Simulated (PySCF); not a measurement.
**Electron affinity of Os by level of theory**

Os⁻ [Xe] 4f14 5d7 6s2 (4F) → Os [Xe] 4f14 5d6 6s2 (5D), as a difference of total energies. Computed with PySCF 2.14 in aug-cc-pwCVDZ-PP with ECP60MDF, with scalar relativity through the core potential. Correlated levels: valence: 5s2 5p6 frozen. The calculations carry no spin-orbit coupling.

| method | electron affinity (eV) |
| --- | --- |
| UHF | -0.620 |
| MP2 (valence) | 0.572 |
| SCS-MP2 (valence) | 0.659 |
| CCSD (valence) | 0.601 |
| CCSD(T) (valence) | 0.747 |

The reference lies between the lowest fine-structure levels, while these numbers refer to the centres of the terms.

Errors of the correlated levels include the incompleteness of this basis and the frozen core.

A negative affinity means that the anion lies above the atom at that level of theory.

The coupled-cluster amplitudes are large for Os⁻ (T1 above 0.03 or a double amplitude above 0.15), so a single reference is strained.

For comparison: 1.078 eV (measured; photodetachment measurements, as compiled on the Wikipedia data page of electron affinities).
